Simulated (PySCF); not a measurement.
WOF₃, SMILES [F][W](=[O])([F])[F] (connectivity only; charge and spin as stated), neutral, multiplicity 2.

Geometry optimised at PBE-D3(BJ)/def2-SVP. The multiplicity is an assumed one; other spin states were not compared. The isomer is the one that the SMILES or the coordinates give; other isomers of the formula were not compared. The def2 effective core potentials stand for the cores of W; spin–orbit coupling is left out.

Calculation: PySCF with PBE-D3(BJ)/def2-SVP.

Frequencies are harmonic and unscaled.

Q: List the normal modes with their intensities. (The exact figures need the calculation; the answer reports its results.)

A: 
| mode | ν (cm⁻¹) | IR (km/mol) | moving atoms (share of kinetic energy) |
|---|---|---|---|
| 1 | 43 | 23.1 | F 72 %, O 16 %, W 12 % |
| 2 | 163 | 4.5 | F 89 %, W 10 % |
| 3 | 193 | 8.6 | F 82 %, W 16 % |
| 4 | 222 | 4.0 | O 56 %, F 34 %, W 10 % |
| 5 | 279 | 2.8 | O 52 %, F 46 % |
| 6 | 656 | 87.3 | F 89 %, W 10 % |
| 7 | 689 | 28.8 | F 97 % |
| 8 | 697 | 138.2 | F 85 %, W 15 % |
| 9 | 1002 | 102.3 | O 92 % |
